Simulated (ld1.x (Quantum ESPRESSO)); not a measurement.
**mercury: one change to a TM potential, before and after**

```
Element                 : mercury (Hg)
Generator               : ld1.x (Quantum ESPRESSO) 7.5
Type                    : norm-conserving Troullier–Martins (Kleinman–Bylander form)
Functional              : PBE
Relativity              : fully relativistic
Frozen core             : [Kr] 4d10 4f14 5s2
Valence charge          : 18
Reference configuration : 5p6 5d10 6s2 6p0
Partial waves           : 5p (bound): rc 1.45 bohr; 5d (bound): rc 2.10 bohr; 6s (bound): rc 2.05 bohr
Local potential         : the s channel
Core correction         : a·sin(br)/r model core inside 1.30 bohr
```

Open shells are filled in proportion to 2j + 1 (rel_dist='average').

All-electron outer shells of the reference configuration (PBE, scalar-relativistic, ld1.x):

| shell | level (eV) | outermost node (bohr) | outermost maximum (bohr) |
| --- | --- | --- | --- |
| 5s | -118.18 | 0.47 | 0.82 |
| 4f | -95.89 | – | 0.37 |
| 5p | -66.52 | 0.51 | 0.93 |
| 5d | -9.86 | 0.55 | 1.17 |
| 6s | -6.82 | 1.08 | 2.21 |
| 6p | -1.05 | 1.28 | 3.34 |

Change: local potential the d channel.

Cutoffs: the cutoffs (Ry, on a coarse ladder) from which the occupation-weighted sum of valence levels, in a spherical-Bessel basis at the reference potential, stays within 10 and 1 mRy of its value at 400 Ry; they do not see the model core or the augmentation charge, which bear on the density cutoff. Errors are all-electron minus pseudo energies relative to the spin-unpolarised reference configuration.

Task: What does the change do?

Result: The potential gets neither clearly harder nor softer (70 Ry and 110 Ry → 70 Ry and 110 Ry); a bound ghost appears in s, which as a rule spoils a file; the miss of the reference levels goes from 0.00 to 1.13 eV; of the 7 tests that both files solve, the error grows in 2 and shrinks in 4 by more than 15 % and 0.3 meV (median size 41.5 → 10.9 meV); the range in which the p1/2 phases agree widens (upper end -1.5 → -0.2); the range in which the p3/2 phases agree widens (upper end -1.0 → at the end of the scan). In the separable form a ghost depends on how the local part lies against the semilocal potential of the channel, so the choice of the local part can create or remove one. In the changed file the local d channel has no projectors, so it cannot carry the spin–orbit splitting, and the file is wrong for that shell.

| quantity | base | changed |
| --- | --- | --- |
| cutoff, loose | 70 Ry | 70 Ry |
| cutoff, tight | 110 Ry | 110 Ry |
| loose cutoff by channel (10 mRy a level) | p 55 Ry, d 40 Ry, s 8 Ry | s 6 Ry, p 50 Ry, d 35 Ry |
| bound ghosts | none | s |
| largest miss of a reference level, eV | 0.00 | 1.13 |
| error for 5p6 5d10 6s1 6p0, meV [ΔE 10.70 eV] | -7.4 | -9.4 |
| error for 5p6 5d10 6s0 6p0, meV [ΔE 29.69 eV] | -41 | -47 |
| error for 5p6 5d9 6s0 6p0, meV [ΔE 65.22 eV] | -75 | -3.7 |
| error for 5p6 5d10 6s1.5 6p0, meV [ΔE 4.36 eV] | -1.4 | -2.0 |
| error for 5p6 5d10 6s1 6p1, meV [ΔE 5.97 eV] | -651 | +37 |
| error for 5p6 5d9 6s2 6p0, meV [ΔE 15.54 eV] | -40 | +11 |
| error for 5p6 5d9 6s2 6p1, meV [ΔE 10.30 eV] | -858 | +76 |
| s: phases at 2.31 bohr within 0.05 rad from the reference energy up to (Ry; the scan ends near 5) | 3.7 | 4.0 |
| p1/2: phases at 2.31 bohr within 0.05 rad from the reference energy up to (Ry; the scan ends near 5) | -1.5 | -0.2 |
| p3/2: phases at 2.31 bohr within 0.05 rad from the reference energy up to (Ry; the scan ends near 5) | -1.0 | to the end of the scan |
| d3/2: phases at 2.31 bohr within 0.05 rad from the reference energy up to (Ry; the scan ends near 5) | 1.5 | n/a |
| d5/2: phases at 2.31 bohr within 0.05 rad from the reference energy up to (Ry; the scan ends near 5) | 1.7 | n/a |

Base: These tests converged, but a pseudo level misses the all-electron one widely, so the file describes the atom poorly there or has found another state: 5p6 5d10 6s0 6p0: empty 6p by 2.1 eV; 5p6 5d9 6s0 6p0: empty 6p by 3.1 eV. A true bound ghost makes a file unfit for plane-wave use even where its test errors are small: the radial tests pick states by their node count and pass the ghost by.
